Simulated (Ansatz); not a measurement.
BeF2, triplet, geometry from GFN2-xTB (such geometries of metal compounds can be far from the true shape) (a higher spin typed on purpose: for a closed-shell molecule this is an excited state). Base run: Ansatz (a first-principles code) with B3LYP/STO-3G.

The Ansatz input:
Ansatz 0.2 input:
```yaml
crystal:
  periodic: [false, false, false]
  atoms:
    - {symbol: Be, position_ang: [-0.33931682, 0.41164761, -0.78551009]}
    - {symbol: F, position_ang: [1.03583286, -0.10883487, -0.24941508]}
    - {symbol: F, position_ang: [-0.88502539, -0.07411962, 0.59853068]}
basis:
  gaussian:
    orbitals: STO-3G
hamiltonian:
  xc: b3lyp
magnetization: {spin_polarized: true, initial_magnetization: 2}
```

The base run was repeated with changes; each row names its change, and settings that it needs were set with it.

```csv
change,basis functions,E (Eh)
base,15,-211.28068
basis = 3-21G,27,-213.21609
basis = pcseg-1,37,-214.31427
basis = 6-31G**,45,-214.35582
basis = 6-31G*,45,-214.35582
basis = 6-31+G*,57,-214.37538
basis = def2-SVPD,58,-214.20155
basis = aug-pcseg-1,59,-214.32480
basis = aug-cc-pVDZ,69,-214.39134
basis = def2-TZVPP,81,-214.45077
basis = def2-TZVPD,102,-214.45338
basis = aug-cc-pVTZ,138,-214.45122
basis = def2-QZVPP,150,-214.47092
```

Totals compare only among sets that treat the same electrons; sets with core potentials leave the core out.
